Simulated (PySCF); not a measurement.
Spectrum to structure. Method used: TDDFT PBE0/def2-SVPD, vertical, gas phase, core orbitals frozen in the response in PySCF 2.14.0, density-fitted response routines. Geometries: GFN2-xTB, one conformer each.

```csv
state,ν̃ (cm⁻¹),f,"main configurations (H = HOMO, L = LUMO)"
S1,48110,0.0014,"H→L+1 (79%), H-1→L+1 (13%)"
S2,52970,0.063,H→L (91%)
S3,56510,0.0015,H→L+2 (92%)
S4,56590,0.022,H-1→L (90%)
S5,57360,0.0001,"H-1→L+1 (66%), H-2→L (14%), H→L+1 (11%)"
S6,57570,0.0099,"H-2→L (80%), H-1→L+1 (11%)"
S7,59930,0.022,H→L+3 (91%)
S8,61710,0.030,H-1→L+2 (90%)
```

Task: Which structure fits?
A. `O=COC1=CCOC1`
B. `CCC(=O)O[SiH2][SiH3]`
C. `C=C(OC)C(=O)C=O`

Result: B. Its S1, at 5.96 eV, is the highest among the candidates; the nearest of the others has S1 at 5.31 eV. S1 is HOMO→LUMO+1 (79%), HOMO-1→LUMO+1 (13%). Löwdin shares by element: HOMO oxygen 39% or more, silicon 27%, hydrogen 12% or more (atoms not listed hold the other 22%); LUMO silicon 55%, hydrogen 21% or more (atoms not listed hold the other 24%). At the same level the other candidates give, for their lowest levels:
- `O=COC1=CCOC1`: 5.31 eV (f 0.082); 5.67 eV (f 0.002); 6.34 eV (f 0.061); 6.53 eV (f 0.005); 6.92 eV (f 0.004); T1 4.10 eV; HOMO -7.01, LUMO -0.81 eV
- `C=C(OC)C(=O)C=O`: 3.29 eV (f 0.000); 3.90 eV (f 0.000); 4.66 eV (f 0.087); 5.23 eV (f 0.016); 5.46 eV (f 0.000); T1 2.81 eV; HOMO -7.32, LUMO -2.26 eV

Conformer computed: `[CH3:1][CH2:2][C:3](=[O:4])[O:5][SiH2:6][SiH3:7]`: C1–C2–C3–O4 -2°, C2–C3–O5–Si6 179°, C3–O5–Si6–Si7 0°.
Triplets come from the Tamm–Dancoff approximation.
